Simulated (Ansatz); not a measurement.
## C6H8Br+: where a starting geometry ends

The starting geometry of this gas-phase singlet was optimised with GFN2-xTB; its bonds are those of `C[C+](C)C1=C[C@@H]1Br`.

```xyz
15

C     0.6855    2.3631    1.9292
C     0.0976    2.6988    0.6285
C     0.0640    4.0924    0.1762
C    -0.4578    1.7138   -0.1461
C    -0.5589    0.5270   -0.7396
C    -1.6662    1.4156   -1.0675
Br   -1.8269    2.1533   -2.8480
H    -0.0444    2.5750    2.7185
H     0.9538    1.3119    2.0066
H     1.5418    3.0039    2.1415
H    -0.7024    4.2767   -0.5742
H    -0.0349    4.7794    1.0164
H     1.0276    4.3296   -0.2894
H     0.0025   -0.2942   -1.1275
H    -2.6256    1.3733   -0.5678
```

**Question.** Where would you expect an optimisation with B3LYP/def2-SVP to take it?

**Answer.** A bond breaks, giving a structure given below by its coordinates. Contacts that open: C4–C6 (1.55 → 2.37 Å).

The energy falls by 0.97 eV over 32 steps:

```tsv
step	E − E(last) (eV)
1	0.974
4	0.910
8	0.904
11	0.902
15	0.867
18	0.511
22	0.142
25	0.020
29	0.001
32	0.000
```

Final geometry (Å):

```yaml
atoms:
  - { symbol: C, position_ang: [0.5774, 2.3193, 2.0553] }
  - { symbol: C, position_ang: [0.2499, 2.8219, 0.6595] }
  - { symbol: C, position_ang: [0.5133, 4.2844, 0.3431] }
  - { symbol: C, position_ang: [-0.2398, 2.0235, -0.2388] }
  - { symbol: C, position_ang: [-0.7044, 1.1710, -1.2007] }
  - { symbol: C, position_ang: [-2.0768, 1.0088, -1.3371] }
  - { symbol: Br, position_ang: [-2.8482, -0.0877, -2.5684] }
  - { symbol: H, position_ang: [-0.0012, 2.9047, 2.7875] }
  - { symbol: H, position_ang: [0.3575, 1.2528, 2.1908] }
  - { symbol: H, position_ang: [1.6484, 2.4929, 2.2462] }
  - { symbol: H, position_ang: [0.2499, 4.5555, -0.6872] }
  - { symbol: H, position_ang: [-0.0667, 4.9081, 1.0417] }
  - { symbol: H, position_ang: [1.5832, 4.4894, 0.5067] }
  - { symbol: H, position_ang: [-0.0120, 0.6238, -1.8530] }
  - { symbol: H, position_ang: [-2.7747, 1.5513, -0.6887] }
```

No frequencies were run, so the end isn't proven a minimum. Run with Ansatz 0.2.0, 100 s on 4 threads of Arm Neoverse V1, with other jobs on the host.
